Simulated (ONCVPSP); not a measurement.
## Potentials for Fe (Z = 26) compared

Generated with ld1.x 7.5 (TM, RRKJ, ultrasoft, PAW), atompaw 4.2 or ONCVPSP 4.0.1. The cutoff is in Ry: for ld1.x and atompaw files where the sum of valence levels is converged to 10 mRy in a Bessel basis, for ONCV files where the hardest occupied wave has 1 mHa per electron of residual kinetic energy. The error is the largest all-electron minus pseudo excitation energy over each file’s own four to seven test configurations (ionisations up to +4, promotions, holes and added fractions of an electron), all of which were solved. The labels leave out finer settings (local radius, basis sizes, second energies), which also bear on the numbers. Spin-polarised tests are not counted. The rows are a selection from randomly drawn settings: files with unsolved tests, undetermined cutoffs or missed reference levels are left out.

```csv
potential,cutoff (Ry),largest error (meV),bound ghosts
"ONCV, PBEsol, scalar-relativistic, rc 1.60/1.15/0.90 (spd), local smoothed, core correction no, reference 3s2 3p6 3d6 4s2, qcut 7.5/14.7/10, projectors 2/2/2",532,-5.3,none
"ONCV, PBE, scalar-relativistic, rc 1.10/1.05/1.60 (spd), local smoothed, core correction yes, reference 3s2 3p6 3d6, qcut 11.8/16.8/9.4, projectors 2/2/2",165,+129,none
"ONCV, PBE, scalar-relativistic, rc 1.30/1.05/1.00/1.40 (spdf), local smoothed, core correction yes, reference 3s2 3p6 3d6 4s2, qcut 10.7/14/12.7/7.1, projectors 2/2/3/2",157,+6.2,none
"ONCV, LDA (Perdew-Wang 92), scalar-relativistic, rc 1.45/1.15/1.50/1.40 (spdf), local smoothed, core correction yes, reference 3s2 3p6 3d6 4s2, qcut 10.9/10.6/9.7/8.8, projectors 2/3/3/2",76,+48,none
```

Q: Fill in the row for Fe: ONCV, LDA (Perdew-Wang 92), scalar-relativistic, rc 1.05/1.70/1.85 (spd), local smoothed, core correction no, reference 3s2 3p6 3d6 4s1.75 4p0.25, qcut 12.9/7/7.7, projectors 2/2/3.

A: cutoff 109 Ry, largest error +13 meV, bound ghosts: none.

Q: Fill in the row for Fe: ONCV, PBE, scalar-relativistic, rc 1.25/1.00/1.40 (spd), local smoothed, core correction no, reference 3s2 3p6 3d5, qcut 11.5/15.7/10.8, projectors 2/2/2.

A: cutoff 122 Ry, largest error -103 meV, bound ghosts: none.
